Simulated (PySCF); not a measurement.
**Germanium: a sound run and one with changed settings**

Sound run: Ge [Ar] 3d10 4s2 4p2, Ge⁺ [Ar] 3d10 4s2 4p1. All numbers are calculated (PySCF 2.14, the spin-free X2C one-electron Hamiltonian (Gaussian nucleus), in aug-cc-pVDZ-DK). In the sound run the correlated levels freeze [Ar] 3d10. The sound run starts from symmetry-adapted Hartree-Fock orbitals and uses a fine grid where one is needed.

Changed run: basis STO-3G, all-electron and non-relativistic. This setting is unsound on purpose.

```csv
species,method,sound run (hartree),changed run (hartree),converged
Ge,UHF,-2096.95964,-2051.63626,yes
Ge,PBE,-2098.34031,-2052.44687,yes
Ge,M06-2X,-2098.70736,-2052.84497,yes
Ge,MP2,-2097.00059,-2051.64352,yes
Ge,CCSD(T),-2097.01755,-2051.64939,yes
Ge⁺,UHF,-2096.68721,-2051.47666,yes
Ge⁺,PBE,-2098.04987,-2052.26531,yes
Ge⁺,M06-2X,-2098.42247,-2052.66047,yes
Ge⁺,MP2,-2096.71839,-2051.49165,yes
Ge⁺,CCSD(T),-2096.73388,-2051.50273,yes
```

Ionisation energy of Ge:

| method | sound run (eV) | changed run (eV) |
| --- | --- | --- |
| UHF | 7.413 | 4.343 |
| PBE | 7.903 | 4.940 |
| M06-2X | 7.752 | 5.021 |
| MP2 | 7.679 | 4.133 |
| SCS-MP2 | 7.609 | 4.091 |
| CCSD | 7.707 | 3.991 |
| CCSD(T) | 7.719 | 3.991 |

A minimal basis cannot let orbitals breathe on ionisation and holds almost no correlation. The Hamiltonian changed with the basis, so the totals do not compare.

For comparison, NIST gives 7.899 eV between the lowest levels.
